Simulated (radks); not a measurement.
The numbers below are computed, except where a source is named.
Question: Species: Bi XVII. Configuration: [Xe] 4f11 6s2 (not the ground configuration). Code: a radial shooting solver on a logarithmic mesh with Libxc functionals. Model: Dirac Kohn-Sham, LDA (Slater exchange, Perdew-Wang correlation), spin-unpolarised, spherical densities, point nucleus; open shells fill j = l - 1/2 first. Some entries of the table are withheld. Estimate them.

orbital,occ.,eigenvalue (eV),r(max) (bohr)
1s1/2,2,-90856.57,0.009658
2s1/2,2,-16648.91,0.05644
2p1/2,2,-16013.81,(1)
2p3/2,4,-13696.80,(2)
3s1/2,2,-4329.605,0.1588
3p1/2,2,(3),(4)
3p3/2,4,(5),(6)
3d3/2,4,-3053.614,0.1268
3d5/2,6,-2943.444,0.1311
4s1/2,2,-1290.889,0.3546
4p1/2,2,-1166.074,0.3515
4p3/2,4,-1033.601,0.3827
4d3/2,4,-830.4052,0.3720
4d5/2,6,-805.1340,0.3812
4f5/2,6,-541.8016,(7)
4f7/2,5,-535.6254,(8)
5s1/2,2,-493.1075,0.7339
5p1/2,2,-444.6148,0.7564
5p3/2,4,-410.3328,0.8151
6s1/2,2,(9),(10)

Answer: 
(1) 2p1/2 r(max) (bohr): 0.04120
(2) 2p3/2 r(max) (bohr): 0.04904
(3) 3p1/2 eigenvalue (eV): -4042.931
(4) 3p1/2 r(max) (bohr): 0.1478
(5) 3p3/2 eigenvalue (eV): -3523.535
(6) 3p3/2 r(max) (bohr): 0.1636
(7) 4f5/2 r(max) (bohr): 0.3299
(8) 4f7/2 r(max) (bohr): 0.3339
(9) 6s1/2 eigenvalue (eV): -254.5401
(10) 6s1/2 r(max) (bohr): 1.372
